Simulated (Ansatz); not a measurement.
`BC[SiH](F)Cl` → `BCCl` + `F[SiH]` at 500 K and 1 bar (silylene formation by 1,1-elimination).

Isolated molecules relaxed with PBE0-D4/def2-TZVP in Ansatz; ΔE leaves out vibrations. CBS: MP2 limit from def2 TZ/QZ plus the TZ coupled-cluster correction, frozen cores. This one scheme is used for every species. One conformer a species, not always the lowest.

| species | CCSD(T)/CBS energy (Eh) | H − E (kJ/mol) | S (J/(mol·K)) |
| --- | --- | --- | --- |
| `BC[SiH](F)Cl` | -914.62178 | 208.5 | 419.6 |
| `BCCl` | -525.00385 | 155.1 | 319.5 |
| `F[SiH]` | -389.46371 | 40.7 | 260.3 |

H − E and S are ideal-gas, rigid-rotor, harmonic terms from PBE0-D4/def2-TZVP, for one conformer and one mirror image of each species. 1 Eh = 2625.50 kJ/mol, R = 8.31446 J/(mol·K).

Q: By hand: ΔE, ΔH, ΔS and ΔG.

A: ΔE = (-525.00385) + (-389.46371) − (-914.62178) = 0.15422 Eh = 404.9 kJ/mol. Δ(H − E) = 155.1 + 40.7 − 208.5 = -12.7, so ΔH = 392.2 kJ/mol. ΔS = 319.5 + 260.3 − 419.6 = 160.2 J/(mol·K). ΔG = 392.2 − 500 × (160.2)/1000 = 312.1 kJ/mol.

Q: By hand: the equilibrium constant, and the temperature at which ΔG would vanish if ΔH and ΔS stayed fixed.

A: log₁₀ K = −ΔG/(RT ln 10) = -32.6. ΔG = 0 at ΔH/ΔS = 2448 K.

The number of gas molecules changes by +1, which sets the sign of ΔS. A doubt of 5 kJ/mol in ΔE shifts log₁₀ K by 0.5 here. Other conformers and mirror images would add mixing entropy, several J/(mol·K) or more a flexible species. Modes under 60 cm⁻¹, often nearly free rotors, make the harmonic entropy too high. These are equilibria of isolated gas molecules and say nothing of rates. Largest T1 diagnostic: 0.015 (customary marks: 0.02 for closed shells, 0.045 for open ones).
